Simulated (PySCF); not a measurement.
CH6AlFOSi. Atoms are numbered in the order given.

```xyz
11

Al    -0.3252     0.0707    -0.0258
F     -1.9528     0.3281    -0.3056
O      0.4916    -1.0678    -0.9660
C      0.2996    -1.9768    -2.0121
H      0.5572    -3.0000    -1.6850
H     -0.7435    -1.9895    -2.3785
H      0.9559    -1.7266    -2.8648
Si     0.8554     1.3184     1.6883
H      0.9981     2.7509     1.2844
H      2.2201     0.7565     1.9116
H      0.1089     1.2830     2.9822
```

Geometry optimised at B3LYP-D3(BJ)/def2-SVP. The structure was generated by enumeration; whether it is a known compound was not checked. One conformer was computed; it need not be the lowest.

Method: PBE/pcSseg-1 run with PySCF.

GIAO shieldings, no solvent; atoms alike by connectivity are averaged. δ = σ(ref) − σ: ¹⁹F against CFCl3 (σ = 133.6 ppm); ¹⁷O against H2O (σ = 334.3 ppm); ¹³C against TMS (σ = 182.0 ppm); ¹H against TMS (σ = 31.49 ppm); ²⁹Si against TMS (σ = 335.4 ppm), references at their B3LYP-D3(BJ)/def2-TZVP geometries, non-relativistic.

```tsv
nucleus	atoms	count	δ (ppm)
¹⁹F	F2	1	-150.4
¹⁷O	O3	1	70.2
¹³C	C4	1	59.4
¹H	H5, H6, H7	3	4.48
¹H	H9, H10, H11	3	3.38
²⁹Si	Si8	1	-142.2
```
